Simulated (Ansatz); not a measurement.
One change: `[SiH3]/C=C/C[SiH3]` becomes `[SiH3]/C=C/Cl`.

Ansatz, PBE0-D4/def2-TZVP geometries, multiplicity 1. Each molecule was computed in one conformer, which needn't be the lowest.

```
                                          property  `[SiH3]/C=C/C[SiH3]`
             HOMO–LUMO gap (B3LYP/def2-TZVPP) / eV                  6.51
               HOMO energy (B3LYP/def2-TZVPP) / eV                 -7.12
                 HOMO energy (PBE/def2-TZVPP) / eV                 -6.27
               HOMO–LUMO gap (PBE/def2-TZVPP) / eV                  4.88
size of the dipole moment (ωB97M-V/def2-TZVPP) / D                  1.29
               LUMO energy (B3LYP/def2-TZVPP) / eV                 -0.61
```

**Question.** What does the change do to each property? (An estimate is asked.)

**Answer.** The calculation gave: 
```json
{"property": "HOMO–LUMO gap (B3LYP/def2-TZVPP) / eV", "`[SiH3]/C=C/Cl`": "6.47", "shift": "-0.04"}
{"property": "HOMO energy (B3LYP/def2-TZVPP) / eV", "`[SiH3]/C=C/Cl`": "-7.44", "shift": "-0.32"}
{"property": "HOMO energy (PBE/def2-TZVPP) / eV", "`[SiH3]/C=C/Cl`": "-6.53", "shift": "-0.26"}
{"property": "HOMO–LUMO gap (PBE/def2-TZVPP) / eV", "`[SiH3]/C=C/Cl`": "4.80", "shift": "-0.08"}
{"property": "size of the dipole moment (ωB97M-V/def2-TZVPP) / D", "`[SiH3]/C=C/Cl`": "0.74", "shift": "-0.55"}
{"property": "LUMO energy (B3LYP/def2-TZVPP) / eV", "`[SiH3]/C=C/Cl`": "-0.97", "shift": "-0.36"}
```

Dipoles are sizes alone; their direction can turn.

B3LYP here is the variant with VWN-RPA as its local correlation; programs differ in this.
